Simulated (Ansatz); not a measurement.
Consider the ligand exchange at the Sn–O bond: `O[SiH2][SnH2][OH]` + NH₃ → `[NH2][SnH2][SiH2]O` + H₂O.

Program: Ansatz. Geometries: PBE0-D4/def2-TZVP. ΔE: electronic, gas phase. CBS: MP2 limit from def2 TZ/QZ plus the TZ coupled-cluster correction, frozen cores. This one scheme is used for every species. Functionals use def2-TZVPP. B3LYP here is the variant with VWN-RPA as its local correlation; programs differ in this. Elements past krypton have def2 core potentials. For Sn outer-core shells are correlated without core-valence functions, which leaves a few kJ/mol of doubt a bond. One conformer a species, not always the lowest.

CCSD(T)/CBS gives +0.09 eV.

(1) Another level gave +0.12 eV. Which?
A. B3LYP/def2-TZVPP
B. PBE0-D4/def2-TZVPP
C. B3LYP-D4/def2-TZVPP
D. HF/def2-TZVPP

Largest T1 diagnostic among the species: 0.014.

Answers

(1) C. B3LYP-D4 0.12, B3LYP 0.19, PBE0-D4 0.07, HF/def2-TZVPP 0.34 eV.

In def2-TZVPP, CCSD(T) changes the Hartree–Fock value by −0.26 eV (the triples alone add −0.04 eV) and MP2 by −0.29 eV. The D4 term adds −0.07 eV with B3LYP and −0.03 eV with PBE0; it sums over pairs of atoms, weighted by their polarisabilities, and B3LYP, whose exchange is more repulsive, gets the larger term.
